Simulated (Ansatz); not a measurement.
Consider the atomization: `C=CC[SiH2]Cl` → 3 C• + Cl• + 7 H• + Si•.

Isolated molecules relaxed with PBE0-D4/def2-TZVP in Ansatz; ΔE leaves out vibrations. CCSD(T)/CBS is the MP2 limit (def2-TZVPP, def2-QZVPP) plus CCSD(T) − MP2 in def2-TZVPP, frozen cores. This one scheme is used for every species, atoms too. For atomizations the MP2-based limit and the directly extrapolated one differ by several kJ/mol either way, and by 10 to 25 for some Ge, Se and Sn compounds, so smaller differences from it don't rank the levels. Functionals use def2-TZVPP. No spin–orbit coupling; open shells (•) take unrestricted orbitals. Spin–orbit coupling would lower the free atoms: a little for C, Cl, Si. One conformer a species, not always the lowest.

`C=CC[SiH2]Cl`:

Z-matrix (Å, degrees):
```
C
C 1 1.491
Si 1 1.874 2 108.5
H 1 1.094 2 111.6 3 -119.2
H 1 1.094 2 111.7 3 119.8
C 2 1.328 1 125.2 3 97.4
H 2 1.088 1 116.0 3 -79.8
Cl 3 2.062 1 110.3 2 172.9
H 3 1.482 1 110.2 2 -68.2
H 3 1.483 1 110.7 2 53.9
H 6 1.083 2 121.3 1 -177.8
H 6 1.086 2 121.6 1 2.7
```

```
             level  ΔE (kcal/mol)
            B97M-V         1091.6
SCS-MP2/def2-QZVPP         1087.3
```

Q: What does CCSD(T)/CBS give? (Best estimate.)

A: The calculation gave: +1086.8 kcal/mol. The listed levels differ from it by 4.8, 0.5 kcal/mol.

Largest T1 diagnostic among the species: 0.012.

From PBE to PBE0 (25 % exact exchange), in def2-TZVPP and without D4, ΔE moves by −10.5 kcal/mol: exact exchange takes away binding that semilocal exchange gives to molecules. The D4 term adds +10.2 kcal/mol with B3LYP and +5.4 kcal/mol with PBE0; it sums over pairs of atoms, weighted by their polarisabilities, and B3LYP, whose exchange is more repulsive, gets the larger term. At CCSD(T), def2-SVP lies −53.8 kcal/mol from the extrapolated value and def2-TZVPP −25.9 kcal/mol: correlation converges slowly with the basis, and small sets miss more of it in the bonded molecule than in its fragments.

B3LYP here is the variant with VWN-RPA as its local correlation; programs differ in this.
